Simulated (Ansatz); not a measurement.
Ge₃F₆⁺. Charge 1, multiplicity 2. Geometry r2SCAN-D4/def2-SVP; atoms count from 1.

```xyz
9

Ge    1.959   -1.066   -0.805
Ge   -0.724    1.468   -0.185
Ge   -1.119   -1.298    1.299
F    -1.485   -0.489   -0.381
F     0.684   -1.463    0.769
F     0.877    0.787   -0.697
F    -0.230    3.034    0.340
F     0.725   -1.659   -1.862
F    -0.687    0.685    1.520
```

The structure comes from a short search, and lower isomers may exist.

Problem. Estimate the Mulliken populations from the PBE0/def2-TZVP orbitals of Ansatz.

Solution. 
```
atom  charge (e)  spin (α − β)
 Ge1        0.96          0.01
 Ge2        1.13          0.72
 Ge3        0.98          0.01
  F4       -0.37          0.07
  F5       -0.40          0.00
  F6       -0.36          0.04
  F7       -0.27          0.13
  F8       -0.32          0.00
  F9       -0.35          0.03
```
Mulliken values and Mayer orders depend strongly on the basis.

Problem. Where does the spin sit?

Solution. Summed by element: Ge 0.73, F 0.27, of 1 unpaired in all. Largest on single atoms: Ge2 0.72, F7 0.13, F4 0.07.

Problem. And the Mayer bond orders between bonded heavy atoms (over 0.3)?

Solution. Ge1–F5 0.32 (2.06 Å); Ge1–F8 1.02 (1.73 Å); Ge2–F4 0.36 (2.11 Å); Ge2–F6 0.70 (1.81 Å); Ge2–F7 1.08 (1.72 Å); Ge2–F9 0.60 (1.88 Å); Ge3–F4 0.58 (1.90 Å); Ge3–F5 0.57 (1.89 Å); Ge3–F9 0.38 (2.04 Å).
